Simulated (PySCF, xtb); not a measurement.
C2H4BF2N, SMILES C/N=C/B(F)F.

GFN2-xTB in xtb at its own geometry gives an orbital gap of 2.36 eV and a dipole moment of 3.08 D.

The structure is a stationary point at B3LYP-D3(BJ)/def2-SVP. The structure was generated by enumeration; whether it is a known compound was not checked. One conformer was computed; it need not be the lowest.

### Question
What does PBE0/def2-TZVP run with PySCF give? (The exact figures need the calculation; the answer reports its results.)

### Answer
gap 5.79 eV (levels -7.69 and -1.90 eV), dipole 2.59 D.
